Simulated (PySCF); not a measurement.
Zn(I)(Me), CH3IZn, SMILES [CH3][Zn][I], singlet, PBE0/def2-SVP optimised geometry.

```
6

Zn    -0.06     0.16     0.00
I      2.39     0.16     0.00
C     -2.00     0.16     0.00
H     -2.39     0.47     0.98
H     -2.38    -0.85    -0.22
H     -2.39     0.85    -0.76
```

Density from PySCF 2.14.0 with PBE0/def2-TZVP, def2 effective core potentials past Kr at that geometry. The core electrons that the potentials of I replace are not part of the density.

Minimum of the electron density along straight lines between bonded atoms, close to the bond critical point (lines longer than 1.1 times the sum of covalent radii, or with two minima, are not listed):

```csv
bond,length / Å,ρ at the minimum / e bohr⁻³,∇²ρ there / e bohr⁻⁵,position (fraction from the first atom)
Zn1–I2,2.446,0.073,0.11,0.43
Zn1–C3,1.938,0.115,0.22,0.49
C3–H4,1.101,0.266,-0.87,0.64
C3–H5,1.101,0.266,-0.87,0.64
C3–H6,1.101,0.266,-0.87,0.64
```
